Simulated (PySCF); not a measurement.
Al(H)(OH)(nPr) (C3H9AlO), SMILES [CH2]([AlH][OH])CC.

Geometry optimised at B3LYP-D3(BJ)/def2-SVP. The structure was generated by enumeration; whether it is a known compound was not checked. Other conformers were not sampled.

The numbers are results of B3LYP-D3(BJ)/def2-SVP run with PySCF 2.14.0, not measurements.

Frequencies are harmonic and unscaled.

A small imaginary wavenumber (i) marks a very flat motion, where grid noise or a shallow saddle decides the sign.

```csv
mode,ν (cm⁻¹),IR (km/mol),moving atoms (share of kinetic energy)
1,19i,0.2,"H 37 %, O 26 %, C 20 %, Al 17 %"
2,89,0.1,"C 57 %, H 39 %"
3,105,0.5,"C 35 %, O 27 %, H 24 %, Al 15 %"
4,254,6.3,"C 38 %, O 29 %, Al 18 %, H 15 %"
5,259,0.0,H 94 %
6,330,3.5,"C 49 %, H 30 %, Al 21 %"
7,361,15.4,H 91 %
8,457,173.2,"H 84 %, O 8 %"
9,531,205.4,H 89 %
10,631,90.6,"H 74 %, C 17 %, Al 8 %"
11,660,48.4,"C 47 %, H 26 %, Al 22 %"
12,705,108.4,"H 81 %, O 15 %"
13,776,3.3,"H 86 %, C 13 %"
14,864,141.1,"O 44 %, Al 39 %, H 13 %"
15,903,15.8,"H 49 %, C 46 %"
16,977,10.4,H 92 %
17,1039,7.5,"C 57 %, H 42 %"
18,1079,28.1,"C 58 %, H 42 %"
19,1183,7.8,"H 60 %, C 39 %"
20,1222,1.2,"H 65 %, C 34 %"
21,1318,0.0,"H 91 %, C 8 %"
22,1353,20.3,"H 71 %, C 29 %"
23,1396,2.9,"H 78 %, C 22 %"
24,1425,2.0,"H 89 %, C 11 %"
25,1462,0.4,H 95 %
26,1468,6.7,H 97 %
27,1478,2.5,H 93 %
28,1914,216.5,H 96 %
29,2994,8.6,H 95 %
30,3010,40.7,H 94 %
31,3017,28.9,H 97 %
32,3027,0.6,"H 91 %, C 9 %"
33,3048,31.2,"H 91 %, C 9 %"
34,3098,41.8,"H 91 %, C 9 %"
35,3099,36.9,"H 91 %, C 9 %"
36,3919,83.7,H 94 %
```
